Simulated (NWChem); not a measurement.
CH$_{4}$N$_{2}$S cation, doublet; SMILES of the neutral closed-shell parent NC(N)=S

```xyz
8

N      0.0077     1.1690    -1.0331
C      0.0000     0.0000    -0.3866
N     -0.0077    -1.1690    -1.0331
S      0.0000     0.0000     1.3523
H      0.2381     1.2380    -2.0305
H     -0.1842     2.0404    -0.5308
H     -0.2380    -1.2380    -2.0305
H      0.1842    -2.0404    -0.5308
```
Atoms are numbered in this order, from 1.

All runs: NWChem. Pople sets run with spherical d functions. Spin-unrestricted. The geometry was optimised at PBE-D3(BJ)/def2-SVP, spin-unrestricted. This spin state was assumed; another may lie lower. No stability test was run on the SCF state. Atomic charges in e: unrestrained fits to the electrostatic potential beside Mulliken populations; buried atoms are poorly determined by the fit.

Q: Estimate the computed values for UHF/6-31G*. Quantities: ESP N1; Mulliken N1; ESP C2; Mulliken C2; ESP N3; Mulliken N3; ESP S4; Mulliken S4; relative RMS misfit of the potential (%).

A: The ESP N1 is -0.76. The Mulliken N1 is -0.88 and the ESP C2 is 0.63. The Mulliken C2 is 0.51 and the ESP N3 comes out as -0.76. The Mulliken N3 is -0.88. The ESP S4 comes out as 0.15 and the Mulliken S4 is 0.36. The relative RMS misfit of the potential (%) comes out as 4.
